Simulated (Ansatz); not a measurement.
Born–Oppenheimer molecular dynamics of BrF2H3SSi (8 atoms, charge 0, multiplicity 1). It starts at the highest image of a converged band. Of that band: Neighbouring images differ by up to 1.6 eV, so the band resolves the path poorly. A vibrational analysis at the climbing image gives one clearly imaginary mode, 408i cm⁻¹: a first-order saddle point.

Level of theory: Ansatz, RHF/def2-SVP.

| Quantity | Value |
| --- | --- |
| ensemble | NVE (velocity Verlet) |
| time step | 0.5 fs |
| steps asked | 200 |
| starting velocities drawn for | 300 K |
| seed | 9805 |

First frame:

```xyz
8
Properties=species:S:1:pos:R:3
Si -0.717 -0.523 -0.201
S 0.386 0.899 1.193
F 0.286 -1.677 -0.605
F -1.568 -1.224 0.968
H -1.692 0.048 -1.096
H 1.107 1.336 0.047
Br 0.950 1.151 -1.974
H 1.249 -0.009 1.668
```

Problem. How far do the bonds stretch over the last three quarters of this one trajectory? (Pairs bonded in most of those frames.)

Solution. 
| bond | mean (Å) | spread (Å) | shortest | longest |
| --- | --- | --- | --- | --- |
| Si1–S2 | 2.160 | 0.076 | 2.05 | 2.31 |
| Si1–F3 | 1.599 | 0.026 | 1.56 | 1.64 |
| Si1–F4 | 1.599 | 0.026 | 1.56 | 1.64 |
| Si1–H5 | 1.455 | 0.013 | 1.43 | 1.48 |
| S2–H8 | 1.344 | 0.037 | 1.28 | 1.39 |
| H6–Br7 | 1.466 | 0.141 | 1.25 | 1.65 |

Mean temperature of the second half: 1629 K. The conserved energy stayed within 0.87 meV per atom of its start (net change 0.085 meV per atom), so the integration is sound. The kinetic energy rose, since the run started high on the potential surface and went downhill. It ends in pieces (BrH + F2H2SSi), so much of that is their flight and rotation, not heat. A run of 0.1 ps of so small a system gives no equilibrium averages. The orbitals stay closed-shell, which can raise the energy where a bond breaks towards radicals; this wasn't checked here.

Time of the run: 3.2 min on 2 threads of Intel(R) Xeon(R) 6975P-C (Granite Rapids) (shared host), peak memory 0.28 GiB.
